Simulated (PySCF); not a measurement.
Species: C₁₁H₁₀.
Numbering: `[CH:1]#[C:2][C:3]1=[C:4]([CH:5]=[CH2:6])[C@@H:7]2[CH:8]=[CH:9][C@H:10]1[CH2:11]2`

Probes without a nucleus sit at each ring's centroid and 1 Å off its mean plane on both sides; NICS is minus the shielding there, NICSzz its component along the normal. Level: GIAO PBE0/pcSseg-1 (PySCF, non-relativistic, gas phase) on the GFN2-xTB geometry, one conformer.

Ring bond lengths (Å), with Mayer bond orders in brackets: C3–C4 1.355 (1.59), C4–C7 1.526 (0.93), C7–C11 1.539 (0.96), C11–C10 1.537 (0.95), C10–C3 1.527 (0.96); C7–C8 1.520 (0.96), C8–C9 1.325 (1.84), C9–C10 1.519 (0.96), C10–C11 1.537 (0.95), C11–C7 1.539 (0.96).

**Question.** What do the NICS probes read (ppm)?

**Answer.** 
| ring | type | NICS(0) | NICS(1), two faces | NICS(1)zz, two faces | rms pucker (Å) | centre to ring atoms, mean (Å) |
| --- | --- | --- | --- | --- | --- | --- |
| C3–C4–C7–C11–C10 | 5-membered carbocycle; formal bonds 1 double, 4 single | -2.7 | -4.1 / -3.8 | -2.4 / -7.0 | 0.27 | 1.23 |
| C7–C8–C9–C10–C11 | 5-membered carbocycle; formal bonds 1 double, 4 single | -1.9 | -4.0 / -4.0 | -4.2 / -7.7 | 0.26 | 1.22 |

**Question.** What can be read from them?

**Answer.** 
- C3–C4–C7–C11–C10: mean NICS(1)zz -4.7 ppm, shielded. C7, C10, C11 have four or more neighbours, and the NICS criterion for π rings isn't applied. The two faces differ by 4.6 ppm, so no symmetry operation interchanges them.
- C7–C8–C9–C10–C11: mean NICS(1)zz -6.0 ppm, shielded. C7, C10, C11 have four or more neighbours, so the value isn't read as a sign of a π ring current. The two faces differ by 3.5 ppm, so no symmetry operation interchanges them.

**Question.** What is the mean of the two in-plane components of NICS at the first NICS(1) probe listed for ring C3–C4–C7–C11–C10, 1 Å off the ring?

**Answer.** The isotropic value is a third of the trace: (3 × -4.1 − (-2.4))/2 = -4.9 ppm.

Hardware: one thread of an Intel Xeon at 2.50 GHz, shared host. Cost: 4.0 min wall, 3.5 min CPU (grids of density and orbitals included), 1.1 GiB resident at most. This is the whole shielding run at PBE0/pcSseg-1, SCF included.
